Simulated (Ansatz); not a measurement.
Calculated with Ansatz (gas phase, PBE0-D4/def2-TZVP geometries, no zero-point term in ΔE). CCSD(T)/CBS adds triple-zeta CCSD(T) − MP2 to the extrapolated MP2 energy (def2 sets, frozen cores). This one scheme is used for every species. Functionals use def2-TZVPP. B3LYP here is the variant with VWN-RPA as its local correlation; programs differ in this. Each species was taken in one conformer, which may not be the lowest.

Reaction (cleavage of the Si–Si bond): `O[SiH](O)[SiH2]Cl` + CH₃NH₂ → `CN[SiH](O)O` + `[SiH3]Cl`

```
         level  ΔE (kJ/mol)
         B3LYP        -86.4
MP2/def2-TZVPP        -98.8
MP2/def2-QZVPP        -98.1
CCSD/CBS(def2)        -92.1
```

(1) What does CCSD(T)/CBS give? (Best estimate.)

Largest T1 diagnostic among the species: 0.011.

## Answers

(1) Ansatz gave: -90.5 kJ/mol. The listed levels differ from it by 4.1, -8.3, -7.6, -1.6 kJ/mol.

From PBE to PBE0 (25 % exact exchange), in def2-TZVPP and without D4, ΔE moves by −7.6 kJ/mol. In def2-TZVPP, CCSD(T) changes the Hartree–Fock value by +10.2 kJ/mol (the triples alone add +1.6 kJ/mol) and MP2 by +3.6 kJ/mol.
